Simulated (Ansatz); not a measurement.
Born–Oppenheimer molecular dynamics of F2H4OW (8 atoms, charge 0, multiplicity 1). It goes on from the last frame of an earlier run, with new velocities.

Method: Ansatz 0.2.0, RKS PBE0/def2-SVP.

| Property | Result |
| --- | --- |
| ensemble | NVT, Nosé–Hoover chain |
| time step | 0.5 fs |
| steps asked | 150 |
| set temperature | 1000 K |
| thermostat | time constant 300 fs, chain length 1 |
| temperature schedule | 37 steps to 1000 K, then 113 steps to 250 K |
| seed | 410981 |

First frame:

```xyz
8
Properties=species:S:1:pos:R:3
W -0.006 -0.036 0.335
O -0.306 -0.073 2.213
H -1.042 -0.207 2.793
H 1.156 0.146 -0.992
F 0.238 1.797 0.297
H -1.292 -0.001 -0.750
F 0.301 -1.834 0.156
H 0.232 0.157 -1.448
```

(1) How far do the bonds stretch over the last three quarters of this one trajectory? (Pairs bonded in most of those frames.)

## Answers

(1) 
| bond | mean (Å) | spread (Å) | shortest | longest |
| --- | --- | --- | --- | --- |
| W1–O2 | 1.916 | 0.049 | 1.85 | 1.99 |
| W1–H4 | 1.771 | 0.098 | 1.67 | 2.07 |
| W1–F5 | 1.851 | 0.057 | 1.76 | 1.93 |
| W1–H6 | 1.702 | 0.094 | 1.55 | 1.84 |
| W1–F7 | 1.842 | 0.016 | 1.82 | 1.87 |
| W1–H8 | 1.773 | 0.111 | 1.63 | 2.01 |
| O2–H3 | 0.966 | 0.014 | 0.94 | 0.99 |

Mean temperature of the second half: 503 K. The conserved energy stayed within 0.27 meV per atom of its start (net change 0.16 meV per atom), so the integration is sound. The schedule's set-point averaged 499 K over the second half and the system 503 K. A run of 0.075 ps of so small a system gives no equilibrium averages.

The run took 10 min on 1 thread of Arm Neoverse V2 (shared host), peak memory 0.19 GiB.
